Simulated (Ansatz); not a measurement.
Basis-set extrapolation for CH$_{6}$AlFOSi, SMILES `[CH3][AlH][SiH](O)F` (PBE0-D4/def2-TZVP geometry, frozen core, the Gaussian-basis code of Ansatz). Multiplicity 1, RHF reference.

|  | def2-TZVPP | def2-QZVPP |
| --- | --- | --- |
| HF | -746.741006 | -746.768072 |
| MP2 correlation | -0.864620 | -0.935998 |
| CCSD(T) correlation | -0.935769 | not run |

Energies in hartree. Use E(X) = E(∞) + A·exp(−7.88·√X) for Hartree–Fock and E(X) = E(∞) + B·X^(−2.97) for correlation, with X = 3 and 4, and add CCSD(T) minus MP2 of the smaller set to the MP2 limit.

Problem. What is the CCSD(T) energy at the basis-set limit?

Solution. HF limit: -746.768072 + (-0.027066) × 0.13774 = -746.77180. MP2 limit: -0.935998 + (-0.071378) × 0.74074 = -0.98887. Higher-order term: -0.935769 − (-0.864620) = -0.07115. Total: -747.83182 hartree, 4.22 eV below CCSD(T)/def2-TZVPP.
